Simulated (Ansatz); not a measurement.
`[SiH3][O][In]([Cl])[O][SiH3]` → `[OH][In]([Cl])[O][SiH3]` + `[SiH2]`  (silylene loss)

Gas-phase electronic energies from Ansatz, PBE0-D4/def2-TZVP geometries. CBS: MP2 limit from def2 TZ/QZ plus the TZ coupled-cluster correction, frozen cores. This one scheme is used for every species. DFT in def2-TZVPP. B3LYP here is the variant with VWN-RPA as its local correlation; programs differ in this. HSE06 is defined as in plane-wave codes. def2 core potentials past Kr. For In outer-core shells are correlated without core-valence functions, which leaves a few kJ/mol of doubt a bond. One conformer a species, not always the lowest.

`[SiH3][O][In]([Cl])[O][SiH3]`:

Cartesian coordinates in Å:
```
Si 1.566 -0.756 -2.205
O 0.651 -0.262 -0.940
In -0.072 -1.080 0.683
Cl 0.301 -3.279 1.205
O -1.132 0.069 1.848
Si -1.604 1.637 1.809
H 0.848 -1.778 -3.018
H 1.860 0.425 -3.057
H 2.849 -1.354 -1.740
H -2.429 1.920 0.602
H -0.428 2.551 1.790
H -2.411 1.907 3.026
```

`[OH][In]([Cl])[O][SiH3]`:

Cartesian coordinates in Å:
```
O -1.635 1.870 -0.511
In -0.860 1.005 1.072
Cl -1.377 1.638 3.206
O 0.420 -0.468 0.819
Si 1.042 -1.206 -0.496
H -1.303 1.474 -1.322
H 0.503 -0.595 -1.752
H 2.523 -1.068 -0.517
H 0.686 -2.650 -0.500
```

`[SiH2]`:

```xyz
3

Si   -0.118   -0.337   -0.615
H    -0.786   -0.352    0.756
H     0.905    0.690   -0.140
```

| level | ΔE (kcal/mol) | difference from CCSD(T)/CBS |
| --- | --- | --- |
| LDA (SPW92) | 82.7 | 2.2 |
| PBE-D4 | 76.9 | -3.6 |
| B3LYP-D4 | 79.2 | -1.3 |
| r2SCAN0-D4 | 85.3 | 4.8 |
| HSE06-D4 | 80.6 | 0.1 |
| ωB97M-V | 78.7 | -1.8 |
| revPBE | 71.6 | -8.9 |
| BHLYP | 81.4 | 0.9 |
| CCSD(T)/def2-TZVPP | 79.1 | -1.4 |
| HF/CBS(def2) | 82.2 | 1.7 |
| CCSD(T)/CBS | 80.5 | 0 |

Largest T1 diagnostic among the species: 0.015.

From BLYP to BHLYP (50 % exact exchange), in def2-TZVPP and without D4, ΔE moves by +9.5 kcal/mol. At CCSD(T), def2-SVP lies −3.2 kcal/mol from the extrapolated value and def2-TZVPP −1.4 kcal/mol.
